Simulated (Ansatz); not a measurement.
`O[SiH](O)S[SiH](O)Cl` + `FC[SiH3]` → `O[SiH](Cl)CF` + `O[SiH](O)S[SiH3]`  (redistribution)

Computed with Ansatz on PBE0-D4/def2-TZVP structures; ΔE is electronic, products minus reactants. CCSD(T)/CBS is the MP2 limit (def2-TZVPP, def2-QZVPP) plus CCSD(T) − MP2 in def2-TZVPP, frozen cores. One conformer a species, not always the lowest.

```tsv
species	MP2/def2-QZVPP energy (Eh)
`O[SiH](O)S[SiH](O)Cl`	-1664.32683
`FC[SiH3]`	-429.81565
`O[SiH](Cl)CF`	-964.23517
`O[SiH](O)S[SiH3]`	-1129.90490
```

Problem. Work out ΔE.

Solution. ΔE = (-964.23517) + (-1129.90490) − (-1664.32683) − (-429.81565) = 0.00241 Eh = +1.5 kcal/mol. CCSD(T)/CBS gives +1.3 kcal/mol.

Largest T1 diagnostic among the species: 0.012.

In def2-TZVPP, CCSD(T) changes the Hartree–Fock value by +1.8 kcal/mol (the triples alone add +0.4 kcal/mol) and MP2 by +2.1 kcal/mol. The D4 term adds +1.3 kcal/mol with B3LYP and +0.7 kcal/mol with PBE0; it sums over pairs of atoms, weighted by their polarisabilities, and B3LYP, whose exchange is more repulsive, gets the larger term.

B3LYP here is the variant with VWN-RPA as its local correlation; programs differ in this.
